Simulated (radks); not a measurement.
Values are calculated unless marked as measured or tabulated.
Ionisation of Cs2+, [Kr] 4d10 5s2 5p5, to Cs3+, [Kr] 4d10 5s2 5p4, under several functionals. Dirac Kohn-Sham, spin-unpolarised, spherical densities, point nucleus; open shells fill j = l - 1/2 first; a radial shooting solver on a logarithmic mesh with Libxc functionals. The NIST Atomic Spectra Database gives 33.195 eV (semi-empirical). Rank these functionals by the error of their Delta-SCF ionisation energy: OLYP; LDA (Slater exchange, VWN5 correlation); PW91; exchange-only LDA; SOGGA; HCTH/407.

Answer. From best to worst: SOGGA 33.366 eV (+0.171); OLYP 33.414 eV (+0.219); PW91 33.495 eV (+0.300); LDA (Slater exchange, VWN5 correlation) 33.622 eV (+0.427); HCTH/407 33.716 eV (+0.521); exchange-only LDA 32.188 eV (-1.007). Spin polarisation and multiplet splitting are left out, so open shells lie too high by an amount that depends on their filling.

Beside tabulated values, note that spin-unpolarised runs miss the spin-polarisation part of the exchange energy of open shells.
